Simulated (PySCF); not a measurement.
C₄H₉S (SMILES CC(C)(C)[S]), doublet, at a GFN2-xTB geometry; B3LYP/STO-3G run with PySCF.

The PySCF input:
```python
from pyscf import gto, scf, dft

mol = gto.M(
    atom='''
C    -0.71538146    0.98031295   -1.11870904
C    -0.07272565   -0.12100881   -0.28002528
C     1.21599831   -0.61688840   -0.93010260
C    -1.04783651   -1.27394779   -0.05822117
S     0.35073758    0.58359512    1.35049168
H    -0.97990170    0.58957037   -2.10000213
H    -1.61741266    1.35117624   -0.63687632
H    -0.02730017    1.81269327   -1.24928387
H     1.68594925   -1.38061903   -0.31429069
H     0.99542825   -1.04397665   -1.90710378
H     1.91946493    0.20276865   -1.05917499
H    -1.31992205   -1.71598798   -1.01538196
H    -1.95251605   -0.92104190    0.43205937
H    -0.59591924   -2.04291254    0.56453612
''',
    basis='sto-3g',
    spin=1,
    verbose=5,
)

mf = dft.UKS(mol)
mf.xc = 'b3lyp'
mf.small_rho_cutoff = 0
mf.kernel()
mf.analyze()
```

It wrote (shortened):

```
PySCF version 2.14.0

[INPUT] verbose = 5
[INPUT] max_memory = 4000
[INPUT] num. atoms = 14
[INPUT] num. electrons = 49
[INPUT] charge = 0
[INPUT] spin (= nelec alpha-beta = 2S) = 1
[INPUT] symmetry False subgroup None
[INPUT] Mole.unit = angstrom
[INPUT] Symbol           X                Y                Z      unit          X                Y                Z       unit  Magmom
[...]
[INPUT] ---------------- BASIS SET ----------------
[INPUT] l, kappa, [nprim/nctr], expnt,             c_1 c_2 ...
[INPUT] C
[...]
                                13.045096         0.53532814
                                3.5305122         0.44463454
[...]
                                0.6834831         0.39951283
                                0.2222899         0.70011547
[...]
                                0.6834831         0.60768372
                                0.2222899         0.39195739
[INPUT] H
[...]
                                0.62391373        0.53532814
                                0.1688554         0.44463454
[INPUT] S
[...]
                                97.1095183        0.5353281423
                                26.28162542       0.4446345422
[...]
                                7.745117521       0.3995128261
                                2.518952599       0.7001154689
[...]
                                0.5661400518      0.2255954336
                                0.2215833792      0.900398426
[...]
                                7.745117521       0.6076837186
                                2.518952599       0.3919573931
[...]
                                0.5661400518      0.5951670053
                                0.2215833792      0.462001012

nuclear repulsion = 234.2830501122
number of shells = 26
number of NR pGTOs = 114
number of NR cGTOs = 38
basis = sto-3g
ecp = {}

******** <class 'pyscf.dft.uks.UKS'> ********
method = UKS
initial guess = minao
damping factor = 0
level_shift factor = 0
DIIS = <class 'pyscf.scf.diis.CDIIS'>
diis_start_cycle = 1
diis_space = 8
diis_damp = 0
SCF conv_tol = 1e-09
SCF conv_tol_grad = None
SCF max_cycles = 50
direct_scf = True
direct_scf_tol = 1e-13
number electrons alpha = 25  beta = 24
XC library pyscf.dft.libxc version 7.1.2
    S. Lehtola, C. Steigemann, M. J. T. Oliveira, and M. A. L. Marques,  SoftwareX 7, 1–5 (2018)
XC functionals = b3lyp
    P. J. Stephens, F. J. Devlin, C. F. Chabalowski, and M. J. Frisch,  J. Phys. Chem. 98, 11623 (1994)
radial grids:
    Treutler-Ahlrichs [JCP 102, 346 (1995); DOI:10.1063/1.469408] (M4) radial grids

becke partition: Becke, JCP 88, 2547 (1988); DOI:10.1063/1.454033
pruning grids: <function nwchem_prune>
grids dens level: 3
symmetrized grids: False
atomic radii adjust function: <function treutler_atomic_radii_adjust>
small_rho_cutoff = 0
Set gradient conv threshold to 3.16228e-05
atom C rad-grids = 75, ang-grids = [ 50  50  50  50  50  50  50  50  50  50  50  50  50  50  50  50  50  50
  50  50  50  50  86  86  86  86  86  86  86  86  86  86 266 266 266 266
 266 266 302 302 302 302 302 302 302 302 302 302 302 302 302 302 302 302
 302 302 302 302 266 266 266 266 266 266 266 266 266 266 266 266 266 266
 266 266 266]
atom S rad-grids = 80, ang-grids = [ 50  50  50  50  50  50  50  50  50  50  50  50  50  50  50  50  50  50
  50  50  50  50  50  50  86  86  86  86  86  86  86  86  86  86  86  86
  86 350 350 350 350 350 350 350 350 350 434 434 434 434 434 434 434 434
 434 434 434 434 434 434 434 434 434 434 350 350 350 350 350 350 350 350
 350 350 350 350 350 350 350 350]
atom H rad-grids = 50, ang-grids = [ 50  50  50  50  50  50  50  50  50  50  50  50  50  50  50  86  86  86
  86 266 266 266 266 266 302 302 302 302 302 302 302 302 302 302 302 302
 302 266 266 266 266 266 266 266 266 266 266 266 266 266]
tot_boxes 3150, boxes in each direction [13 13 12]
Padding 0 grids
tot grids = 163624
nelec by numeric integration = [24.30882316 24.30882316]
E1 = -1216.2904676586481  E2 = 432.2849086256876  Ecoul = 483.1676975599216  Exc = -50.88278893423397
init E= -549.72250892076
cond(S) = 12.705451197138945

  alpha mo_energy =
[-87.85363738 -10.09165854 -10.09152921 -10.09152916 -10.07998509
  -7.74050814  -5.68625962  -5.68329532  -5.68329224  -0.98189333
  -0.80353913  -0.80353648  -0.73086655  -0.58676722  -0.49224488
  -0.48900737  -0.4890053   -0.43377277  -0.43377065  -0.40745252
  -0.3691614   -0.36916041  -0.32585517  -0.22456857  -0.22456764
   0.11614026   0.26260397   0.26260499   0.28283435   0.35272624
   0.35272694   0.3528507    0.3806735    0.39120062   0.39120125
   0.39621498   0.41146802   0.41146819]
  beta  mo_energy =
[-87.85363738 -10.09165854 -10.09152921 -10.09152916 -10.07998509
  -7.74050814  -5.68625962  -5.68329532  -5.68329224  -0.98189333
  -0.80353913  -0.80353648  -0.73086655  -0.58676722  -0.49224488
  -0.48900737  -0.4890053   -0.43377277  -0.43377065  -0.40745252
  -0.3691614   -0.36916041  -0.32585517  -0.22456857  -0.22456764
   0.11614026   0.26260397   0.26260499   0.28283435   0.35272624
   0.35272694   0.3528507    0.3806735    0.39120062   0.39120125
   0.39621498   0.41146802   0.41146819]
multiplicity <S^2> = 0.75  2S+1 = 2
nelec by numeric integration = [24.99997947 23.99998006]
E1 = -1223.4717560178626  E2 = 439.50349809070684  Ecoul = 490.51091749060305  Exc = -51.007419399896214
cycle= 1 E= -549.685207814956  delta_E= 0.0373  |g|= 0.154  |ddm|= 3.21
  alpha mo_energy =
[-8.75554296e+01 -1.00860592e+01 -9.97344121e+00 -9.96344822e+00
 -9.94898576e+00 -7.47476027e+00 -5.42999220e+00 -5.42130484e+00
 -5.40407926e+00 -7.89935131e-01 -6.59034814e-01 -6.50487154e-01
 -5.90154136e-01 -4.78762470e-01 -4.08499348e-01 -4.07241986e-01
 -3.93879988e-01 -3.63396454e-01 -3.56271754e-01 -3.33891192e-01
 -3.01693534e-01 -2.97083886e-01 -2.16672686e-01 -1.14409696e-01
 -6.06073304e-02  2.54452036e-01  3.77118540e-01  3.78365282e-01
  4.07968503e-01  4.62129572e-01  4.68080276e-01  4.75165115e-01
[...]
converged SCF energy = -549.706480341468  <S^2> = 0.75098306  2S+1 = 2.0009828
Total Energy =                        -549.706480341468023
[...]
4 S 3s          -0.01303   0.05188  -0.00001  -0.00231   0.00328
4 S 2px         -0.00198   0.00087  -0.00012   0.00011   0.00011
4 S 2py         -0.00131   0.00127   0.00005  -0.00022   0.00011
4 S 2pz         -0.00019   0.00442   0.00001  -0.00011   0.00016
4 S 3px          0.05062  -0.02191   0.00325  -0.00060  -0.00029
4 S 3py          0.03344  -0.03176  -0.00134   0.00349  -0.00139
4 S 3pz          0.00501  -0.11114  -0.00024   0.00378  -0.00657
5 H 1s          -0.07052  -0.13795  -0.01127  -0.38495   0.13968
6 H 1s           0.24615  -0.20940   0.30233  -0.17642   0.20297
7 H 1s          -0.02147  -0.26093  -0.29884  -0.25694  -0.08569
8 H 1s           0.33197  -0.22056  -0.29878   0.09241   0.26035
9 H 1s          -0.30788  -0.07039   0.01946   0.29516   0.28132
10 H 1s          0.16017  -0.28729   0.29107   0.28183   0.00710
11 H 1s          0.39715   0.08474  -0.00810   0.07188  -0.38906
12 H 1s         -0.13071  -0.32879  -0.28097   0.21975  -0.18794
13 H 1s         -0.21015  -0.31200   0.28561  -0.10858  -0.26389
               #36       #37       #38
0 C 1s           0.00487  -0.00771   0.00239
0 C 2s          -0.22779   0.38173  -0.11818
0 C 2px         -0.04710  -0.01224  -0.28579
0 C 2py          0.28545  -0.00406  -0.08932
0 C 2pz          0.11984   0.21374   0.04942
1 C 1s          -0.00691  -0.00013   0.00017
1 C 2s           0.32018   0.00605  -0.00778
1 C 2px         -0.08492   0.28698   0.34281
1 C 2py         -0.13628  -0.35893   0.23372
1 C 2pz         -0.35003   0.07739  -0.18635
2 C 1s           0.00508   0.00614   0.00567
2 C 2s          -0.23730  -0.30311  -0.28025
2 C 2px          0.27216   0.04251  -0.03445
2 C 2py          0.02365   0.12840  -0.27931
2 C 2pz          0.17119  -0.22819  -0.01791
3 C 1s           0.00547   0.00197  -0.00860
3 C 2s          -0.25469  -0.09688   0.42351
3 C 2px         -0.06667  -0.28847   0.00756
3 C 2py         -0.05050   0.19561   0.15694
3 C 2pz          0.32923  -0.05892   0.14516
4 S 1s           0.00007  -0.00000   0.00000
4 S 2s          -0.00084   0.00002  -0.00003
4 S 3s           0.03329  -0.00031   0.00050
4 S 2px          0.00045   0.00179   0.00199
4 S 2py          0.00073  -0.00225   0.00136
4 S 2pz          0.00176   0.00046  -0.00104
4 S 3px         -0.01589  -0.04514  -0.04929
4 S 3py         -0.02606   0.05659  -0.03369
4 S 3pz         -0.06175  -0.01183   0.02598
5 H 1s           0.25933  -0.04192   0.01415
6 H 1s          -0.03267  -0.26464  -0.10871
7 H 1s          -0.02006  -0.16343   0.24675
8 H 1s          -0.03482   0.29877   0.01205
9 H 1s           0.28109   0.03584   0.03509
10 H 1s         -0.01453   0.03863   0.31254
11 H 1s          0.32043   0.01303  -0.05808
12 H 1s         -0.01720  -0.16156  -0.29524
13 H 1s         -0.02476   0.26897  -0.19227

To work with the spin densities directly, `use mulliken_meta_spin()` only printing them here.

 ** Mulliken spin pop alpha/beta on meta-lowdin orthogonal AOs **
 ** Mulliken Spin Density (per AO)  **
spin_pop of  0 C 1s        0.00000
spin_pop of  0 C 2s        0.00455
spin_pop of  0 C 2px       0.00261
spin_pop of  0 C 2py       0.00493
spin_pop of  0 C 2pz       0.00657
spin_pop of  1 C 1s        0.00000
spin_pop of  1 C 2s       -0.00499
spin_pop of  1 C 2px      -0.00356
spin_pop of  1 C 2py      -0.00563
spin_pop of  1 C 2pz      -0.01947
spin_pop of  2 C 1s        0.00000
spin_pop of  2 C 2s        0.00281
spin_pop of  2 C 2px       0.00472
spin_pop of  2 C 2py       0.00091
spin_pop of  2 C 2pz       0.00358
spin_pop of  3 C 1s       -0.00000
spin_pop of  3 C 2s        0.00029
spin_pop of  3 C 2px       0.00131
spin_pop of  3 C 2py       0.00039
spin_pop of  3 C 2pz       0.00033
spin_pop of  4 S 1s        0.00000
spin_pop of  4 S 2s        0.00000
spin_pop of  4 S 3s        0.00509
spin_pop of  4 S 2px       0.00022
spin_pop of  4 S 2py       0.00032
spin_pop of  4 S 2pz       0.00002
spin_pop of  4 S 3px       0.38401
spin_pop of  4 S 3py       0.56546
spin_pop of  4 S 3pz       0.04544
spin_pop of  5 H 1s        0.00290
spin_pop of  6 H 1s       -0.00091
spin_pop of  7 H 1s       -0.00075
spin_pop of  8 H 1s       -0.00074
spin_pop of  9 H 1s        0.00141
spin_pop of  10 H 1s       -0.00046
spin_pop of  11 H 1s       -0.00081
spin_pop of  12 H 1s       -0.00022
spin_pop of  13 H 1s       -0.00033
 ** Mulliken Spin Density (per atom)  **
spin density of  0 C =      0.01866
spin density of  1 C =     -0.03366
spin density of  2 C =      0.01201
spin density of  3 C =      0.00233
spin density of  4 S =      1.00057
spin density of  5 H =      0.00290
spin density of  6 H =     -0.00091
spin density of  7 H =     -0.00075
spin density of  8 H =     -0.00074
spin density of  9 H =      0.00141
spin density of  10 H =     -0.00046
spin density of  11 H =     -0.00081
spin density of  12 H =     -0.00022
spin density of  13 H =     -0.00033
 ** Mulliken pop alpha/beta on meta-lowdin orthogonal AOs **
 ** Mulliken pop       alpha | beta **
[...]
In total            25.00000 | 24.00000
 ** Mulliken atomic charges   ( Nelec_alpha | Nelec_beta ) **
charge of  0C =     -0.14416  (     3.08141      3.06275 )
charge of  1C =     -0.02480  (     2.99557      3.02923 )
charge of  2C =     -0.14479  (     3.07840      3.06639 )
charge of  3C =     -0.14571  (     3.07402      3.07169 )
charge of  4S =      0.05285  (     8.47386      7.47329 )
charge of  5H =      0.04723  (     0.47783      0.47494 )
charge of  6H =      0.04539  (     0.47685      0.47776 )
charge of  7H =      0.04740  (     0.47592      0.47667 )
charge of  8H =      0.04399  (     0.47763      0.47837 )
charge of  9H =      0.04476  (     0.47832      0.47692 )
charge of  10H =      0.04739  (     0.47607      0.47654 )
charge of  11H =      0.04114  (     0.47902      0.47984 )
charge of  12H =      0.04535  (     0.47722      0.47743 )
charge of  13H =      0.04395  (     0.47786      0.47819 )
Dipole moment(X, Y, Z, Debye): -0.14374, -0.19907, -0.66428
```
